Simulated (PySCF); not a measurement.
MF anions for M along group 15

MP2 with triple-zeta basis sets in PySCF, for the lowest determinant that a PBE0 search found; no spin–orbit coupling. De refers to high-spin ground-configuration atoms (the charge goes to the atom of lower measured ionisation energy or higher electron affinity, which is not always the lowest computed limit).

```tsv
M	basis	reference, frozen orbitals	charged atom	state (unpaired electrons)	Re (Å)	ωe (cm⁻¹)	De (eV)
P	def2-TZVPPD	UHF, 6	F−	doublet (π ↑)	1.713	634	1.43
As	def2-TZVPPD	UHF, 10	F−	doublet (π ↑)	1.852	532	1.20
Sb	def2-TZVPPD	UHF, 5	F−	doublet (π ↑)	2.018	482	1.38
```

The shortest bond is that of PF⁻ (1.713 Å), the longest that of SbF⁻ (2.018 Å).

Down a group the atoms grow and get heavier, so bonds lengthen and wavenumbers fall; this series shows no clear exception.

Correlated steps freeze the inner cores (5 to 10 orbitals); shallow outer-core shells are correlated. These are scalar-relativistic numbers at best; spin–orbit coupling would shift them, the dissociation energy most. For an ion De counts to the pair picked by the measured ionisation energies or electron affinities, which need not be the lowest pair at this level. States were picked by a PBE0 search and need not be the measured ground states.
